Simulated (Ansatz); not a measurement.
System: MoF$_{3}$, net charge 0, quartet state. The spin state was set by rule; other spins were not relaxed. SMILES: [F][Mo]([F])[F]
Geometry: optimised at B3LYP-D3(BJ)/def2-TZVP (Ansatz, a quantum-chemistry and plane-wave program).

Quantity: vertical electron affinity (to the triplet state of charge -1; a negative value means that the extra electron is unbound and the number depends on the basis; each state is the SCF solution reached for its spin; the molecule has degenerate orbitals, so one determinant may break the symmetry; the UHF <S^2> is 2.24 for the triplet (pure: 2.00)), in eV. UHF or UKS for open shells. No spin-orbit coupling. Past Kr the def2 sets carry scalar-relativistic core potentials. Anions need diffuse functions: def2-D sets add few. 

| level | program | vertical electron affinity (eV) |
|---|---|---|
| HF/def2-SVPD | Ansatz | -0.28 |
| HF/def2-TZVPPD | Ansatz | -0.30 |
| SVWN5/def2-TZVPD | Ansatz | 1.25 |
| B3LYP/def2-TZVPD | Ansatz | 1.12 |
| PBE0/def2-TZVPD | Ansatz | 0.86 |
| CAM-B3LYP/def2-TZVPD | Ansatz | 1.07 |
